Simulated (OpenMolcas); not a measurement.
## Computed levels of Al+

```json
{
 "Program": "OpenMolcas",
 "Method": "RASSCF",
 "Basis": "ANO-RCC-VQZP [6s5p3d2f1g]",
 "Scalar Hamiltonian": "DKH2, point nucleus",
 "Active space": "2 electrons in 9 orbitals (RAS2 3s 3p; RAS3 3d, at most 2 electrons)",
 "State averaging": "2S+1 = 3 even, 3 roots; 2S+1 = 1 even, 7 roots; 2S+1 = 3 odd, 3 roots; 2S+1 = 1 odd, 3 roots",
 "Spin-orbit coupling": "RASSI with atomic mean-field integrals over the reference wave functions, term energies averaged over their components"
}
```

With spin-orbit coupling, above the lowest level:

```csv
Configuration,Term,J,E (cm⁻¹),Measured (cm⁻¹),g,Term weight %
3s²,¹S,0,0.0,0.0,,100
3s 3p,³P°,0,35231,37393,,100
3s 3p,³P°,1,35282,37454,1.501,100
3s 3p,³P°,2,35384,37578,1.501,100
3s 3p,¹P°,1,60142,59852,1.000,100
3p²,¹D,2,83986,85481,1.000,100
```

Against the 5 measured excited levels shown (NIST Handbook of Basic Atomic Spectroscopic Data) the mean absolute deviation is 1700 cm-1; the largest miss in energy is 3s 3p ³P°₂: computed 35384, measured 37578 cm⁻¹ (-5.8 %).

Without dynamic correlation excited terms often stand tens of per cent too high (terms of higher spin than the ground term too low), and those without a measured partner can miss by more than the paired ones. Configurations are named by rounded mean occupations; where the s occupation lies near a half they are strongly mixed, a name can repeat and a true partner stay unpaired. Some terms take much of their weight from 3d, a shell meant for correlation, so their names are nominal. Some terms mix strongly with configurations of 3d, whose occupation reaches 0.36 (3p² ¹D). Computed and measured levels are paired by configuration, term and J; levels that our copy of the source lacks, or whose pairing is in doubt (as where it misses far off the trend of its configuration), stay unpaired and out of the deviations. Levels of configurations outside the active space are missing. The first state left out of the spin-orbit step lies near 110000 cm-1 above the lowest spin-free state of the reference (among the parities and spins computed), and the list stops at four fifths of that energy or lower.

The term weight is that of the spin-free term in the level, not the purity of its configuration. ° marks odd parity.
